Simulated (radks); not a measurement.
Q: Species: Pt+. Configuration: [Xe] 4f14 5d8.5 6p0.5 (fractional occupations, a model configuration). Method: Dirac Kohn-Sham, RPBE, spin-unpolarised, spherical densities, point nucleus; open shells fill j = l - 1/2 first; computed with a radial shooting solver on a logarithmic mesh with Libxc functionals.

Spin-orbit splittings of the eigenvalues, e(l+1/2) - e(l-1/2), with zeta = 2 splitting/(2l+1) and mean radii in bohr:

| shell | occ. | splitting (eV) | zeta (eV) | <r> j=l-1/2 | <r> j=l+1/2 |
|---|---|---|---|---|---|
| 2p | 6 | 1729 | 1153 | 0.05906 | 0.06750 |
| 3p | 6 | 380.1 | 253.4 | 0.1768 | 0.1923 |
| 3d | 10 | 81.91 | 32.76 | 0.1676 | 0.1723 |
| 4p | 6 | ? | ? | 0.4179 | 0.4517 |
| 4d | 10 | 16.83 | 6.731 | 0.4617 | 0.4729 |
| 4f | 14 | 3.453 | 0.9866 | 0.5126 | 0.5199 |
| 5p | 6 | 14.91 | 9.937 | 1.035 | 1.134 |
| 5d | 8.5 | 1.419 | 0.5676 | 1.576 | 1.641 |
| 6p | 0.5 | 0.9830 | 0.6553 | 3.439 | 3.819 |

Estimate the 4p splitting.

A: 90.50 eV (zeta = 60.33 eV).
